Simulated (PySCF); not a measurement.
Ga(H)(Cl)(vinyl) (C2H4ClGa), SMILES [GaH]([Cl])[CH]=C. Atoms are numbered in the order given.

```xyz
8

Ga    -0.7266     0.0745     0.0000
H     -2.1729     0.6525     0.0000
Cl     0.8654     1.5572     0.0000
C     -0.0675    -1.7549     0.0000
C      1.2527    -2.0113     0.0000
H     -0.7687    -2.5995     0.0000
H      1.6506    -3.0336     0.0000
H      1.9927    -1.2029     0.0000
```
Charge 0, spin multiplicity 1.

Geometry optimised at TPSSh-D3(BJ)/def2-SVP. One conformer was computed; it need not be the lowest.

All values below come from PySCF with PBE/def2-TZVP.

Gas-phase values at a fixed geometry.

Q: Estimate the frontier levels, gap, dipole moment and polarisability. (Estimate from the structure and the level; the computed values follow.)

A: 
```yaml
highest_occupied_level: -6.95 eV
lowest_empty_level: -2.71 eV
orbital_gap: 4.24 eV
dipole_moment: 2.42 D
quadrupole, principal values (traceless, Buckingham form, about the centre of nuclear charge): -2.44, 0.48, 1.96 D·Å
mean_static_polarisability: 64.8 bohr³ (9.61 Å³)
polarisability_principal_values: 41.8, 71.7, 81.0 bohr³
```
